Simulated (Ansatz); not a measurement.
The same atomization along the group B, Al, Ga, In.

Program: Ansatz. Geometries: PBE0-D4/def2-TZVP. ΔE: electronic, gas phase. CCSD(T)/CBS adds triple-zeta CCSD(T) − MP2 to the extrapolated MP2 energy (def2 sets, frozen cores). Small cases extrapolate CCSD(T) itself. Open shells (•) are unrestricted, without spin–orbit coupling. Spin–orbit coupling would lower the free atoms: a little for Al, B, F; clearly for Ga; strongly for In. Elements past krypton have def2 core potentials. Bonds to Ga, In are less sure, by a few kJ/mol each and by 10 to 20 or more in all where they break to atoms, as the def2 sets lack core-valence functions. Scalar relativity is left out up to krypton.

**Question.** Order these by ΔE at CCSD(T)/CBS, lowest first. (An estimate is asked.)
A. `[F][AlH2]` → F• + 2 H• + Al•
B. `[F][InH2]` → F• + 2 H• + In•
C. `[F][GaH2]` → F• + 2 H• + Ga•
D. `BF` → F• + 2 H• + B•

**Answer.** B (+933.9 kJ/mol), C (+1051.4 kJ/mol), A (+1206.7 kJ/mol), D (+1435.6 kJ/mol).

Largest T1 diagnostic: 0.018, for Al•.

Extrapolated directly: `[F][AlH2]` → F• + 2 H• + Al•; `BF` → F• + 2 H• + B•.

For atomizations the MP2-based limit and the directly extrapolated one differ by several kJ/mol either way, and by 10 to 25 for some Ge, Se and Sn compounds, so smaller differences from it don't rank the levels.
